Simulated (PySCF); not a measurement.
Correlation energy of Pd⁴⁺ (palladium, charge +4)

Starting occupation: [Kr] 4d6, 4d3/2 with m_j = -3/2, -1/2, +1/2, +3/2, 4d5/2 with m_j = +3/2, +5/2. Calculation: PySCF 2.14, in x2c-TZVPPall-2c; X2C-1e with screened-nucleus spin-orbit coupling, Gaussian nucleus. Frozen: [Ar] 3d10; 14 electrons correlated; the 6 highest virtual spinors left out.

MP2 pair energies summed by pair of shells (mhartree):

```tsv
pair	energy	share (%)
4d-4p	-178.53	43.1
4d-4d	-107.09	25.8
4p-4p	-67.06	16.2
4p-4s	-30.98	7.5
4d-4s	-26.25	6.3
4s-4s	-4.59	1.1
```

Total MP2 correlation energy: -414.51 mhartree.

The GHF reference relaxed away from the jj start to a determinant that is no pure jj level (⟨S²⟩ = 5.94, ⟨J²⟩ = 20.01); the energies belong to that determinant.

This basis was not built for core-valence correlation, so the inner-shell part is incomplete.
